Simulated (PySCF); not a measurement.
## Spin-rotation constants: `FCC[C@@H]1[C@H]2C[C@@H]3[C@H]2[C@@H]31`, C8H11F

Geometry (Å), atoms numbered from 1 in this order:
```xyz
20

F     3.8422    0.1865    0.0723
C     2.6103    0.4310    0.6321
C     1.5573   -0.4697    0.0031
C     0.1877   -0.2495    0.6298
C    -0.9448   -0.9892   -0.1077
C    -2.1858   -0.6513    0.7301
C    -2.0000    0.7647    0.2222
C    -1.1976    0.2905   -0.9523
C    -0.5038    1.0204    0.1598
H     2.3935    1.4894    0.4588
H     2.7124    0.2439    1.7064
H     1.8599   -1.5109    0.1388
H     1.5100   -0.2687   -1.0689
H     0.2402   -0.4142    1.7108
H    -0.7852   -1.9894   -0.4944
H    -2.1201   -0.8238    1.8051
H    -3.0935   -1.1060    0.3387
H    -2.7165    1.5676    0.2680
H    -1.2742    0.4716   -2.0061
H    -0.0971    2.0176    0.1552
```

Theory: GIAO B97-2/pcSseg-1 magnetisability, rotational g tensor and spin-rotation constants, non-relativistic, gas phase (PySCF 2.14.0). Geometry: GFN2-xTB.

**Question.** Give the nuclear spin-rotation constants along the inertial axes (H = +C I·J) beside the isotropic shieldings.

**Answer.** Rotational constants 5.0603, 0.8469, 0.8164 GHz. A star marks the isotopologue with that one atom substituted, in its own axes.
```
atom  isotope  Caa (kHz)  Cbb (kHz)  Ccc (kHz)  mean (kHz)  σ (ppm)
  F1      19F      1.606      0.264      0.271       0.714    416.7
 H10       1H     -0.504      0.060     -0.083      -0.176     26.9
 H11       1H     -0.516     -0.064      0.035      -0.182     27.1
 H12       1H     -0.485      0.026     -0.093      -0.184     29.6
 H13       1H     -0.498     -0.088      0.019      -0.189     29.6
 H14       1H     -0.529     -0.089      0.022      -0.199     30.0
 H15       1H     -0.571     -0.002     -0.059      -0.211     30.0
 H16       1H     -0.525     -0.086      0.018      -0.198     30.0
 H17       1H      0.093     -0.080     -0.077      -0.021     29.2
 H18       1H     -0.216     -0.038     -0.085      -0.113     30.0
 H19       1H     -0.610     -0.090      0.045      -0.218     28.8
 H20       1H     -0.389     -0.005     -0.092      -0.162     30.2
  C2     13C*      0.991      0.241      0.204       0.479    100.6
  C3     13C*      0.816      0.158      0.141       0.372    148.3
  C4     13C*      1.060      0.157      0.134       0.451    139.8
  C5     13C*      1.034      0.160      0.128       0.440    141.5
  C6     13C*      0.924      0.155      0.123       0.401    148.6
  C7     13C*      0.888      0.083      0.137       0.369    165.0
  C8     13C*      0.848      0.068      0.208       0.375    151.6
  C9     13C*      0.953      0.090      0.133       0.392    161.6
```
For the geometry as given, no vibrational averaging.
